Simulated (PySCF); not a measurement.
SMILES OCO[SiH3] (PBE/def2-SVP optimised geometry):

```
10

O      1.080    -1.489     0.000
C     -0.323    -1.489     0.000
O     -0.875    -0.192     0.000
Si    -0.311     0.989     1.078
H      1.372    -1.117    -0.855
H     -0.749    -2.010    -0.890
H     -0.617    -2.048     0.919
H     -0.143     0.417     2.462
H      0.988     1.608     0.635
H     -1.372     2.048     1.078
```

Calculation: PBE/def2-TZVP in PySCF.

### Question
What are the frontier orbital energies and the dipole moment?

### Answer
HOMO-2 -7.50 eV, HOMO-1 -7.31 eV, HOMO -6.76 eV, LUMO -0.56 eV, LUMO+1 0.15 eV; dipole moment 0.93 D.

Meta-Löwdin charges at PBE/def2-TZVP: O1 -0.50, C2 0.17, O3 -0.59, Si4 0.65, H5 0.34, H6 0.11, H7 0.11, H8 -0.10, H9 -0.10, H10 -0.09.
